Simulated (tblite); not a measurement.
Isomers of C7H11NOSi. Level: GFN2-xTB in tblite, geometry and Hessian alike; calculated harmonic values, unscaled, isolated species. Against measured fundamentals such values can be off by several per cent, at times by over 20. Modes of hydrogen on silicon can be 10 to 20 % off. One conformer each.

Electronic energies: GFN2-xTB at the same geometries; isomer energies are rough at this level and their order can be wrong.

```tsv
SMILES	electronic energy, lowest = 0 (kJ/mol)
CCC1=CC(NC=O)=C[SiH2]1	253.9
c1ccn([C@H]2CO[SiH2]C2)c1	0.0
C=C1C[C@](C#N)(OCC)[SiH2]1	393.2
```

Q: How do GFN2-xTB zero-point energies change the relative energies?

A: 
```tsv
SMILES	ZPE (kJ/mol)	of it from modes above 1550 cm⁻¹	electronic (kJ/mol)	with ZPE, lowest = 0 (kJ/mol)	lowest mode (cm⁻¹)	rings
c1ccn([C@H]2CO[SiH2]C2)c1	433.0	201.3	0.0	0.0	56	2
CCC1=CC(NC=O)=C[SiH2]1	422.7	220.2	253.9	243.7	40	1
C=C1C[C@](C#N)(OCC)[SiH2]1	417.3	213.4	393.2	377.5	30	1
```

The zero-point energies span 15.7 kJ/mol, from `C=C1C[C@](C#N)(OCC)[SiH2]1` to `c1ccn([C@H]2CO[SiH2]C2)c1`. The order is unchanged.

Q: What do entropy and thermal enthalpy add at 298.15 K and 1 bar (rigid rotor, harmonic oscillator, one conformer each)?

A: 
```
                    SMILES  point group  symmetry number  S (J/(mol K))  H − H(0) (kJ/mol)  ZPE + H − H(0) − TS (kJ/mol)
 c1ccn([C@H]2CO[SiH2]C2)c1           C1                1          406.1              27.79                         339.7
    CCC1=CC(NC=O)=C[SiH2]1           Cs                1          439.6              32.44                         324.0
C=C1C[C@](C#N)(OCC)[SiH2]1           C1                1          457.8              34.57                         315.3
```
